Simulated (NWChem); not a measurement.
System: SiH2ICl; SMILES I[SiH2]Cl

Here is an NWChem input.

```
start job
memory heap 200 mb stack 900 mb global 1100 mb
geometry units angstroms noautoz
  Si    -0.874526     1.059874     0.000000
  Cl     0.568143     2.529846     0.000000
  I      0.140409    -1.158087     0.000000
  H     -1.691683     1.195007     1.232226
  H     -1.691683     1.195007    -1.232226
end
basis spherical
  * library def2-svp
end
ecp
  I library def2-ecp
end
dft
  xc xwpbe 1.00 cpbe96 1.0 hfexch 1.00
  cam 0.35 cam_alpha 0.0 cam_beta 1.0
  iterations 150
  vectors input atomic output neutral.movecs
end
task dft energy
charge 1
dft
  odft
  mult 2
  vectors input atomic output cation.movecs
end
task dft energy
```

Geometry: optimised at PBE0/def2-SVP. def2 effective core potentials on I; no spin-orbit coupling.

Ions are spin-unrestricted doublets at the neutral geometry; other ion states weren't tried. Functional: LC-ωPBE (HJS hole) with def2-SVP; the question gives the range parameter ω in 1/bohr.

What results follow from this input? (LC-wPBE (HJS exchange hole, range parameter 0.35 per bohr)/def2-SVP with def2 effective core potentials on I, vertical spin-unrestricted ions.) Quantities: vertical ionisation energy, ΔSCF (eV); −ε(HOMO) (eV).

vertical ionisation energy, ΔSCF (eV): 10.27
−ε(HOMO) (eV): 10.31
